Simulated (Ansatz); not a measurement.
Relaxing a trial structure of BeH2SSnZn

The starting geometry of this gas-phase singlet was optimised with GFN2-xTB.

```xyz
6

Be    0.6900    1.1130    2.0880
S     2.1762    0.7835    3.5950
Sn    1.2519   -1.2310    3.1644
Zn    1.3695   -0.7681    0.5288
H    -0.4937    0.4634    2.1837
H     1.0802    1.9389    1.1587
```

Problem. Predict what becomes of its bonds when it is optimised with PBE-D3(BJ)/def2-SVP.

Solution. A new bond forms, giving a structure with H5 bridging Sn3 and Be1, given below by its coordinates. Distances that change by over a tenth: Be1–H5 (1.35 → 1.54 Å), S2–Sn3 (2.26 → 2.50 Å). Contacts that close: Sn3–H5 (2.62 → 2.02 Å).

The energy falls by 0.81 eV over 10 steps:

| step | E − E(last) (eV) |
| --- | --- |
| 1 | 0.806 |
| 2 | 0.355 |
| 3 | 0.129 |
| 4 | 0.036 |
| 5 | 0.006 |
| 6 | 0.001 |
| 7 | 0.000 |
| 8 | 0.000 |
| 9 | 0.000 |
| 10 | 0.000 |

Final geometry (Å):

```xyz
6

Be    0.8990    1.2112    2.2304
S     2.1887    0.8740    3.6830
Sn    0.9316   -1.2175    3.1622
Zn    1.3122   -0.3931    0.4530
H    -0.2428    0.1768    2.2953
H     0.9854    1.6483    0.8948
```

Frequencies at the end are all real (lowest 107 cm⁻¹). Atoms past krypton carry core potentials, without spin–orbit terms. Run with Ansatz 0.2.0, 56 s on 1 thread of Intel(R) Xeon(R) Processor @ 2.50GHz (Skylake/Cascade Lake), on a shared host.
